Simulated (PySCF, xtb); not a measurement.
TaOF3, SMILES [O]=[Ta]([F])([F])[F], multiplicity 1.

Harmonic wavenumbers (cm⁻¹) from GFN2-xTB run with xtb 6.7.1 at its own minimum, in rising order: 135, 135, 162, 206, 206, 411, 438, 438, 810.

What does PySCF with PBE-D3(BJ)/def2-SVP give at its own minimum? (Estimate from the structure and the level; the computed values follow.)

159, 159, 184, 253, 253, 684, 689, 689, 985. Paired by order, the mean absolute difference is 124 cm⁻¹ and the zero-point energies are 4.2 and 5.8 kcal/mol.
